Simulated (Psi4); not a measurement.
Input for Psi4:
```
memory 2 GB

molecule mol {
0 2
F    -0.105085    2.298875    0.458420
C     0.066113    1.023639    0.184984
C     1.141268    0.208469   -0.153520
F     2.419476    0.441951   -0.325461
C     0.367972   -0.944347   -0.243376
F     0.586646   -2.210911   -0.523199
C    -0.892854   -0.163092    0.120104
F    -1.501143   -0.506483    1.269069
F    -1.854893   -0.106544   -0.817625
}

set {
  basis 6-311g**
  reference uks
}

energy('m06-2x')
print_variables()
```

Task: What does this run give for the nuclear repulsion energy, <S^2>, total energy, dipole moment, number of basis functions?

Result: 
| Property | Value |
|---|---|
| nuclear repulsion energy | 465.4614 Eh |
| <S^2> | 0.777 |
| total energy | -651.4451 Eh |
| dipole moment | 1.11 D |
| number of basis functions | 162 |

These values belong to the state on which the SCF converged, which isn't shown to be the lowest.
